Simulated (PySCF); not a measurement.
# Static response to an electric field

Species: C4H11As.
Geometry (PBE0-D3(BJ)/def2-SVP, Å), atoms numbered from 1 in this order:
```xyz
16
C4H11As angstrom
C      1.8571   -0.5841   -0.2228
C      0.7773    0.4364    0.1140
C     -0.6176   -0.1607    0.2937
C     -1.1688   -0.8062   -0.9729
As    -1.9586    1.1455    0.9722
H      2.8455   -0.1042   -0.2877
H      1.6729   -1.0813   -1.1873
H      1.9191   -1.3684    0.5490
H      0.7344    1.2078   -0.6758
H      1.0613    0.9698    1.0361
H     -0.5748   -0.9263    1.0900
H     -0.5202   -1.6246   -1.3227
H     -1.2429   -0.0719   -1.7924
H     -2.1721   -1.2295   -0.8124
H     -1.0590    1.7337    2.0569
H     -1.5811    2.2497   -0.0147
```

Level: CAM-B3LYP/def2-SVPD (PySCF), static field, nuclei fixed, core orbitals frozen in the response. The polarisability tensor in these axes (au):

```
x   89.56 -7.05 -4.40
y   -7.05 81.74  7.18
z   -4.40  7.18 77.69
```

Problem. Give the principal values, the mean and the anisotropy Δα = √{½[(α1 − α2)² + (α2 − α3)² + (α1 − α3)²]}.

Solution. Principal values 72.21, 80.03 and 96.74 au; mean 82.99 au = 12.30 Å³ = 13.68 × 10⁻⁴⁰ C²·m²/J; Δα = 21.71 au (26 % of the mean).

Problem. What is the dipole moment, and where does it point?

Solution. (0.96, -0.50, -0.33) D, 1.13 D in size, pointing from the negative to the positive side. Measured along this direction, the outermost atoms are As5 and H16 at the negative end and H6 at the positive end.

Problem. What depolarisation ratio follows for Rayleigh scattering of linearly polarised light, taking the static tensor?

Solution. ρ = 3Δα²/(45ᾱ² + 4Δα²) = 1413.6/(309961 + 1884.8) = 0.00453.

Problem. Along which axes do the principal values lie, and how far do the nuclei extend along each?

Solution. Largest value along (0.76, -0.54, -0.38), where the nuclei span 4.82 Å; middle along (0.65, 0.56, 0.51), 4.29 Å; least along (-0.06, -0.63, 0.78), 2.79 Å. The response follows the extents in order.

Problem. Sum over states: ᾱ = Σ f/ω², ω in Eh. What share falls to these 6 lowest TDDFT singlets (eV, f)? 6.26, 0.0612; 6.73, 0.0570; 6.94, 0.1797; 7.71, 0.0405; 7.93, 0.0176; 7.98, 0.0018.

Solution. They add up to 5.58 au, 6.7 % of the 82.99 au; the largest single term is 2.76 au, from the state at 6.94 eV. Terms in order: 1.16, 0.93, 2.76, 0.50, 0.21, 0.02 au. Higher excitations give the rest. The strengths listed sum to 0.358.

Problem. Orientational against electronic polarisability at 500 K (dilute gas, rigid molecules)?

Solution. In Gaussian units μ²/3kT = 6.18 Å³ against 12.30 Å³, a ratio of 0.50; the Debye molar polarisation (4π/3)N_A(α + μ²/3kT) is 46.6 cm³/mol, leaving out the vibrational part.

Problem. Give the eigenvalues of the traceless quadrupole moment Θ = ½Σq(3rr − r²1), origin at the centre of nuclear charge.

Solution. -3.37, 1.25, 2.11 D·Å. The values depend on the origin, since the dipole doesn't vanish. The electronic extent ⟨r²⟩ about the same centre is 947 bohr², a root-mean-square distance of 1.97 Å for the 68 electrons.

Geometry: PBE0-D3(BJ)/def2-SVP, one conformer, isolated molecule. The calculation is non-relativistic, for arsenic too.
